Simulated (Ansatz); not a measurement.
The cluster SnGe5⁺. The state is a doublet with charge 1. Geometry r2SCAN-D4/def2-SVP, that of the neutral singlet.

```csv
atom,x (Å),y (Å),z (Å)
Ge1,0.1089,-0.5701,-1.3418
Ge2,-0.1072,0.6804,1.2900
Ge3,-0.0246,-1.8315,0.8677
Ge4,2.0484,-0.1383,0.2342
Ge5,-2.0532,-0.2237,-0.0620
Sn6,0.0278,2.0831,-0.9879
```

In the def2 sets Sn takes a core potential; there is no spin–orbit coupling. At PBE-D4/def2-SVP the gap within one spin of the charge 1 doublet nearly closes, so an electron or hole may be smeared out by delocalisation error. The structure comes from a short search, and lower isomers may exist.

Problem. Estimate the α-spin orbital energies around the gap (eV) in Ansatz with PBE-D4/def2-SVP, PBE0-D4/def2-SVP.

Solution. 
| orbital | PBE-D4/def2-SVP | PBE0-D4/def2-SVP |
| --- | --- | --- |
| HOMO−5 | -10.90 | -11.81 |
| HOMO−4 | -10.83 | -11.64 |
| HOMO−3 | -10.60 | -11.44 |
| HOMO−2 | -10.59 | -11.39 |
| HOMO−1 | -10.35 | -11.36 |
| HOMO | -9.89 | -10.54 |
| LUMO | -7.69 | -7.16 |
| LUMO+1 | -7.30 | -6.80 |
| LUMO+2 | -7.30 | -6.67 |
| LUMO+3 | -7.21 | -6.56 |
| LUMO+4 | -5.70 | -5.08 |
| LUMO+5 | -5.57 | -4.84 |
| β HOMO | -9.79 | -10.52 |
| β LUMO | -9.77 | -9.18 |
